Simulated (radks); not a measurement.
Results of a calculation; reference values are marked as such.
Problem. Cd0.25+, configuration [Kr] 5s2 4d(up 5, down 4.75) (fractional occupations, a model configuration). Level of theory: scalar-relativistic Kohn-Sham, r2SCAN, spin-polarised, spherical densities, finite nucleus; meta-GGA in the generalised Kohn-Sham scheme; Fermi nuclear charge, rms radius 4.6087 fm (a radial shooting solver on a logarithmic mesh with Libxc functionals). Some entries of the table are withheld. Estimate them.

orbital  occ.  eigenvalue (eV)  <r> (bohr)  <r^2> (bohr^2)
1s down     1        -26579.47     0.03040        0.001250
1s up       1        -26579.47     0.03040        0.001250
2s up       1        -3963.582      0.1316         0.02042
2s down     1        -3963.506      0.1316         0.02042
2p up       3        -3553.916      0.1149         0.01611
2p down     3        -3553.860      0.1149         0.01611
3s up       1        -747.5022      0.3575          0.1462
3s down     1        -747.4845      0.3575          0.1462
3p up       3        -612.0704      0.3565          0.1476
3p down     3        -612.0442      0.3565          0.1476
3d up       5        -400.6186      0.3347          0.1333
3d down     5        -400.5616      0.3347          0.1333
4s up       1        -112.3402         (1)          0.8793
4s down     1        -112.0863         (2)          0.8792
4p up       3         -72.4290      0.9610           1.057
4p down     3         -72.1677      0.9609           1.057
4d up       5              (3)       1.268             (4)
4d down  4.75              (5)       1.271             (6)
5s up       1          -7.9547       2.776           8.851
5s down     1          -7.9014       2.788           8.924

Solution. 
(1) 4s up <r> (bohr): 0.8813
(2) 4s down <r> (bohr): 0.8812
(3) 4d up eigenvalue (eV): -15.3480
(4) 4d up <r^2> (bohr^2): 1.953
(5) 4d down eigenvalue (eV): -15.1040
(6) 4d down <r^2> (bohr^2): 1.963
